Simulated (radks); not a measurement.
All-electron atom: the holmium ion Ho3+ in [Xe] 4f9.5 6s0.5 (fractional occupations, a model configuration). Calculated with a radial shooting solver on a logarithmic mesh with Libxc functionals: Dirac Kohn-Sham, RPBE, spin-unpolarised, spherical densities, finite nucleus; open shells fill j = l - 1/2 first; Fermi nuclear charge, rms radius 5.2022 fm.

Spin-orbit splittings of the eigenvalues, e(l+1/2) - e(l-1/2), with zeta = 2 splitting/(2l+1) and mean radii in bohr:

| shell | occ. | splitting (eV) | zeta (eV) | <r> j=l-1/2 | <r> j=l+1/2 |
|---|---|---|---|---|---|
| 2p | 6 | 856.8 | 571.2 | 0.07291 | 0.08007 |
| 3p | 6 | 178.9 | 119.3 | 0.2191 | 0.2327 |
| 3d | 10 | 39.08 | 15.63 | 0.2054 | 0.2096 |
| 4p | 6 | 40.29 | 26.86 | 0.5275 | 0.5582 |
| 4d | 10 | 7.349 | 2.940 | 0.5872 | 0.5980 |
| 4f | 9.5 | 1.079 | 0.3084 | 0.7604 | 0.7712 |
| 5p | 6 | 5.721 | 3.814 | 1.372 | 1.460 |
